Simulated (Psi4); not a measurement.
A dimer, Cl2 ··· H2Se (SMILES ClCl and [SeH2]); the first 2 atoms form monomer A.

```
5

Cl     1.0067     0.0000     0.0000
Cl    -1.0067     0.0000     0.0000
Se    -0.1941    -3.4741    -2.2435
H     -0.2723    -2.0078    -2.1661
H     -1.6575    -3.5897    -2.1596
```

Question: What interaction energy does SAPT0/jun-cc-pVDZ, frozen core (Psi4) give, and which attractive term is the largest?

Answer: Total -0.62 kJ/mol: electrostatics -2.63, exchange 6.78, induction -0.70, dispersion -4.08. The most attractive term is dispersion.
